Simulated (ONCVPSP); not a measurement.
LDA (Perdew-Wang 92) ONCV dataset for Sr (Z = 38), scalar-relativistic all-electron reference.

Input for ONCVPSP 4.0.1:

```
# ATOM AND REFERENCE CONFIGURATION
# atsym  z   nc   nv     iexc    psfile
  Sr 38.00    7    3  -001012      upf
#
#   n    l    f
    1    0    2.00
    2    0    2.00
    2    1    6.00
    3    0    2.00
    3    1    6.00
    3    2   10.00
    4    0    2.00
    4    1    6.00
    4    2    0.50
    5    0    1.50
#
# PSEUDOPOTENTIAL AND OPTIMIZATION
# lmax
    3
#
#   l,   rc,      ep,       ncon, nbas, qcut
    0    3.35    0.00    5    8    1.90
    1    2.00    0.00    4    7    6.10
    2    2.90    0.00    4    8    3.90
    3    3.05    0.20    5    9    4.20
#
# LOCAL POTENTIAL
# lloc, lpopt,  rc(5),   dvloc0
    4    5    1.55    1.00
#
# VANDERBILT-KLEINMAN-BYLANDER PROJECTORs
# l, nproj, debl
    0    2    2.10
    1    2    3.20
    2    1    1.70
    3    2    3.20
#
# MODEL CORE CHARGE
# icmod, fcfact, rcfact
    0    0.00    0.00
#
# LOG DERIVATIVE ANALYSIS
# epsh1, epsh2, depsh
   -2.00    5.00    0.02
#
# OUTPUT GRID
# rlmax, drl
    6.00    0.01
#
# TEST CONFIGURATIONS
# ncnf
    4
# nvcnf
#   n    l    f
    3
    4    1    6.00
    4    2    0.00
    5    0    2.00
#
    3
    4    1    6.00
    4    2    0.00
    5    0    1.00
#
    3
    4    1    6.00
    4    2    0.00
    5    0    0.00
#
    3
    4    1    6.00
    4    2    1.00
    5    0    0.00
#
```

Command:

```bash
oncvpsp.x < Sr.dat > Sr.out
```

Output (shortened: citation, most of the input echo, consistency checks and plot data are left out):

```
ONCVPSP  (Optimized Norm-Conservinng Vanderbilt PSeudopotential)
scalar-relativistic version 4.0.1

#   n    l    f        energy (Ha)
    1    0    2.00    -5.8476757E+02
    2    0    2.00    -7.9176884E+01
    2    1    6.00    -7.0411732E+01
    3    0    2.00    -1.2203575E+01
    3    1    6.00    -9.3754366E+00
    3    2   10.00    -4.6891819E+00
    4    0    2.00    -1.4813283E+00
    4    1    6.00    -8.1930380E-01
    4    2    0.50    -4.1923451E-02
    5    0    1.50    -1.2819651E-01

Reference configufation results
  iterations    22
  all-electron total energy (Ha)   -3.17577379D+03

Begin loop to  construct optimized pseudo wave functions
and semi-local pseudopoentials for all angular momenta

   Wellstate for l =  0  n =  8
     eigenvalue =   1.9718
     asymptotic potential =   2.4718
     half-point radius =  6.2593

Calculating optimized projector #   1

 for l=   0

    Fraction of norm inside rc  0.278207
    Optimizing pswf for qcut=   1.90 a_B^-1,  ecut=   1.80 Ha
    Residual kinetic energy error=  4.25D-04 Ha

    Energy error per electron        Cutoff
         Ha          eV             Ha
         0.01000     0.27211        0.74
         0.00100     0.02721        1.57
         0.00010     0.00272        7.08
         0.00001     0.00027       13.87

Calculating optimized projector #   2

 for l=   0

    Fraction of norm inside rc  0.176750
    Optimizing pswf for qcut=   1.90 a_B^-1,  ecut=   1.80 Ha
    Residual kinetic energy error=  2.88D-01 Ha

    Energy error per electron        Cutoff
         Ha          eV             Ha
         0.01000     0.27211        5.30
         0.00100     0.02721       11.35
         0.00010     0.00272       19.01
         0.00001     0.00027       22.20

   Wellstate for l =  1  n =  6
     eigenvalue =   2.3807
     asymptotic potential =   2.8807
     half-point radius =  3.3305

Calculating optimized projector #   1

 for l=   1

    Fraction of norm inside rc  0.791859
    Optimizing pswf for qcut=   6.10 a_B^-1,  ecut=  18.60 Ha
    Residual kinetic energy error=  4.07D-06 Ha

    Energy error per electron        Cutoff
         Ha          eV             Ha
         0.01000     0.27211        5.57
         0.00100     0.02721        7.48
         0.00010     0.00272       14.02
         0.00001     0.00027       17.29

Calculating optimized projector #   2

 for l=   1

    Fraction of norm inside rc  0.163307
    Optimizing pswf for qcut=   6.10 a_B^-1,  ecut=  18.60 Ha
    Residual kinetic energy error=  1.42D-04 Ha

    Energy error per electron        Cutoff
         Ha          eV             Ha
         0.01000     0.27211        6.85
         0.00100     0.02721       12.25
         0.00010     0.00272       20.37
         0.00001     0.00027       45.94

Calculating optimized projector #   1

 for l=   2

    Fraction of norm inside rc  0.424069
    Optimizing pswf for qcut=   3.91 a_B^-1,  ecut=   7.63 Ha
    Residual kinetic energy error=  1.52D-04 Ha

    Energy error per electron        Cutoff
         Ha          eV             Ha
         0.01000     0.27211        4.71
         0.00100     0.02721        6.40
         0.00010     0.00272        8.67
         0.00001     0.00027       25.79

   Wellstate for l =  3  n =  4
     eigenvalue =   0.2000
     asymptotic potential =   0.7000
     half-point radius = 10.0010

   Wellstate for l =  3  n =  7
     eigenvalue =   3.4000
     asymptotic potential =   3.9000
     half-point radius =  4.7942

Calculating optimized projector #   1

 for l=   3

    Fraction of norm inside rc  0.033754
    Optimizing pswf for qcut=   4.19 a_B^-1,  ecut=   8.79 Ha
    Residual kinetic energy error=  3.51D-06 Ha

    Energy error per electron        Cutoff
         Ha          eV             Ha
         0.01000     0.27211        1.04
         0.00100     0.02721        3.32
         0.00010     0.00272        5.89
         0.00001     0.00027        7.89

Calculating optimized projector #   2

 for l=   3

    Fraction of norm inside rc  0.282121
    Optimizing pswf for qcut=   4.19 a_B^-1,  ecut=   8.79 Ha
    Residual kinetic energy error=  9.89D-02 Ha

    Energy error per electron        Cutoff
         Ha          eV             Ha
         0.01000     0.27211       26.18
         0.00100     0.02721       42.37
         0.00010     0.00272       47.03
         0.00001     0.00027       55.20

Construct Vanderbilt / Kleinmman-Bylander projectors

B matrix Hermiticity error, ll=   0
   1   2    4.5048E-05

  Orthonormal projector coefficients  4.8402E+00  6.4590E-01

B matrix Hermiticity error, ll=   1
   1   2   -2.7387E-04

  Orthonormal projector coefficients  3.2433E+00  4.8366E-01

B matrix Hermiticity error, ll=   3
   1   2   -1.2107E-05

  Orthonormal projector coefficients -4.1464E+00 -8.9485E-01

Pseudoatom total energy  -18.330830

Diagnostic tests using Vanderbilt-Kleinman-Bylander pseudopotentials
  1 or more projectors used as specified by nproj input data

   l    rcore       rmatch      e in        delta e   norm test  slope test

   0   3.3541639   3.4560036  -0.1281965  -0.0000001   1.0000188   1.0000120
   0   3.3541639   3.4560036   1.9718035   0.0000205   1.0000916   1.0000916

   1   2.0052011   2.0660834  -0.8193038  -0.0000021   1.0000572   1.0000663
   1   2.0052011   2.0660834   2.3806962   0.0000505   1.0001803   1.0001803

   2   2.9055794   2.9937991  -0.0419235   0.0000003   1.0000013   0.9999984

   3   3.0662995   3.1593990   0.2000000   0.0000025   0.9999981   0.9999981
   3   3.0662995   3.1593990   3.4000000   0.0000001   0.9998021   0.9998021

 Testing for bound ghosts
   n   l    E NL Schr. Eq   E Basis Diag.   E Cutoff

       0                       -0.419239     23.13  WARNING - GHOST(-)
   1   0       -0.128197       -0.126309     23.13

   2   1       -0.819306       -0.819244     55.42

   3   2       -0.041923       -0.036504     30.48

 Testing for highly-localized positive-energy ghosts
       l    <radius>/rc     E Basis Diag.   E Cutoff

Test configuration 0

   n   l     f        eae           eps        diff
   1   0  2.0000 -584.76756520
   2   0  2.0000  -79.17688373
   2   1  6.0000  -70.41173182
   3   0  2.0000  -12.20357531
   3   1  6.0000   -9.37543664
   3   2 10.0000   -4.68918188
   4   0  2.0000   -1.48132830
   4   1  6.0000   -0.81930380   -0.81930592   -2.12D-06
   4   2  0.5000   -0.04192345   -0.04192318    2.68D-07
   5   0  1.5000   -0.12819651   -0.12819660   -8.69D-08

    Total energies and differences
      AE_ref= -3.17577379D+03  AE_tst= -3.17577379D+03  dif=  0.00D+00
      PS_ref= -1.83308304D+01  PS_tst= -1.83308304D+01  dif= -1.07D-14
      PSP excitation error=  1.07D-14

Test configuration 1

   n   l     f        eae           eps        diff
   1   0  2.0000 -584.78834043
   2   0  2.0000  -79.20011505
   2   1  6.0000  -70.43474962
   3   0  2.0000  -12.22651261
   3   1  6.0000   -9.39839293
   3   2 10.0000   -4.71233249
   4   0  2.0000   -1.50373293
   4   1  6.0000   -0.84008741   -0.84135173   -1.26D-03
   5   0  2.0000   -0.13381919   -0.13373100    8.82D-05

    Total energies and differences
      AE_ref= -3.17577379D+03  AE_tst= -3.17581598D+03  dif= -4.22D-02
      PS_ref= -1.83308304D+01  PS_tst= -1.83730033D+01  dif= -4.22D-02
      PSP excitation error= -2.24D-05

Test configuration 2

   n   l     f        eae           eps        diff
   1   0  2.0000 -585.02765293
   2   0  2.0000  -79.43902552
   2   1  6.0000  -70.67367173
   3   0  2.0000  -12.46498814
   3   1  6.0000   -9.63684044
   3   2 10.0000   -4.95074170
   4   0  2.0000   -1.73925775
   4   1  6.0000   -1.07384072   -1.07266709    1.17D-03
   5   0  1.0000   -0.31539659   -0.31495279    4.44D-04

    Total energies and differences
      AE_ref= -3.17577379D+03  AE_tst= -3.17559333D+03  dif=  1.80D-01
      PS_ref= -1.83308304D+01  PS_tst= -1.81505511D+01  dif=  1.80D-01
      PSP excitation error=  1.80D-04

Test configuration 3

psatom: WARNING lschvkbb convergence error n,l,iter=   3   2   3
ea(ii),et,emin,emax -4.192318E-02 -4.611550E-02 -4.611550E-02 -4.611550E-02
run_config: WARNING for fully non-local PS atom, stg. 1
 WARNING no output for configuration 4

Test configuration 4

   n   l     f        eae           eps        diff
   1   0  2.0000 -584.95534641
   2   0  2.0000  -79.36039960
   2   1  6.0000  -70.59559492
   3   0  2.0000  -12.38742131
   3   1  6.0000   -9.55923474
   3   2 10.0000   -4.87263576
   4   0  2.0000   -1.66451375
   4   1  6.0000   -1.00377266   -1.00069935    3.07D-03
   4   2  1.0000   -0.21111200   -0.21082670    2.85D-04

    Total energies and differences
      AE_ref= -3.17577379D+03  AE_tst= -3.17552730D+03  dif=  2.46D-01
      PS_ref= -1.83308304D+01  PS_tst= -1.80840159D+01  dif=  2.47D-01
      PSP excitation error= -3.33D-04
```

Note: ghosts flagged at negative energy: s at -11.4 eV; no localised positive-energy state flagged. A true bound ghost makes a file unfit for plane-wave use.

The run took about 4.8 s on one core of a shared server CPU.
